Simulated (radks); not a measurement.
Radial electron density D(r) = 4 pi r^2 rho(r) of an atom or ion with 4 electrons. All-electron calculation, scalar-relativistic Kohn-Sham, LDA (Slater exchange, VWN5 correlation), spin-unpolarised, spherical densities, finite nucleus; Fermi nuclear charge, rms radius of each element as measured or else 0.836 A^(1/3) + 0.57 fm. Program: a radial shooting solver on a logarithmic mesh with Libxc functionals.

r (bohr)  D(r) (e/bohr)
0.00719          0.1239
0.008042         0.1531
0.008995         0.1890
0.01014          0.2363
0.01134          0.2907
0.01269          0.3568
0.01419          0.4369
0.01587          0.5338
0.0179           0.6594
0.02002          0.8007
0.02239          0.9688
0.02504           1.168
0.02801           1.401
0.03158           1.694
0.03533           2.011
0.03951           2.373
0.0442            2.780
0.04983           3.267
0.05574           3.764
0.06234           4.296
0.06973           4.850
0.07799           5.410
0.08794           5.993
0.09836           6.491
0.11              6.915
0.1231            7.229
0.1376            7.401
0.1552            7.396
0.1736            7.193
0.1942            6.795
0.2172            6.214
0.2429            5.484
0.2739            4.596
0.3063            3.742
0.3426            2.942
0.3832            2.267
0.4286            1.770
0.4833            1.468
0.5406            1.392
0.6046            1.475
0.6763            1.652
0.7564            1.845
0.8529            1.986
0.954             2.000
1.067             1.877
1.193             1.632
1.335             1.307
1.505            0.9323
1.684            0.6154
1.883            0.3653
2.106            0.1930
2.375           0.08451
2.656           0.03376
2.971           0.01153
3.323          0.003309
3.717         0.0007841
4.191         0.0001323

What is the nuclear charge?

Answer. Z = 7. The innermost maximum, from 1s, lies near gamma/Z bohr with gamma = sqrt(1 - (Z/c)^2) = 0.999, here 0.143 bohr (found: 0.146), and its height grows with Z. The density is that of the nitrogen ion N3+ in [He] 2s2; the configuration itself is not fixed sharply by these data. D(r) has 2 maxima, at r = 0.146, 0.917 bohr, and minima at 0.536 bohr, inside which lie 2.07 electrons.
